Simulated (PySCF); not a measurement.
# Electronic structure of P³⁺ (phosphorus, charge +3) at the UHF level

Configuration: [Ne] 3s2, closed-shell 1S. Calculation: PySCF 2.14, in x2c-QZVPPall; scalar relativity by spin-free X2C-1e.

```
Total energy                        : -339.382384 hartree
One-electron energy                 : -452.8704 hartree
Hartree (Coulomb) energy            : 135.2337 hartree
Exchange energy                     : -21.7457 hartree
⟨S²⟩                                : 0.0000
⟨L²⟩                                : 0.000
Sum of ⟨r⟩                          : 7.504 bohr
Sum of ⟨r²⟩                         : 8.910 bohr²
Langevin diamagnetic susceptibility : -7.06 ×10⁻⁶ cm³/mol
```

```json
{"shell": "1s", "electrons": "2", "mean orbital energy (eV)": "-2222.3", "rms radius, mean of both spins (bohr)": "0.120"}
{"shell": "2s", "electrons": "2", "mean orbital energy (eV)": "-244.27", "rms radius, mean of both spins (bohr)": "0.558"}
{"shell": "2p", "electrons": "6", "mean orbital energy (eV)": "-185.62", "rms radius, mean of both spins (bohr)": "0.538"}
{"shell": "3s", "electrons": "2", "mean orbital energy (eV)": "-50.000", "rms radius, mean of both spins (bohr)": "1.81"}
```

Densities and radii are taken from the X2C orbitals without a picture-change correction, which distorts them close to the nucleus.
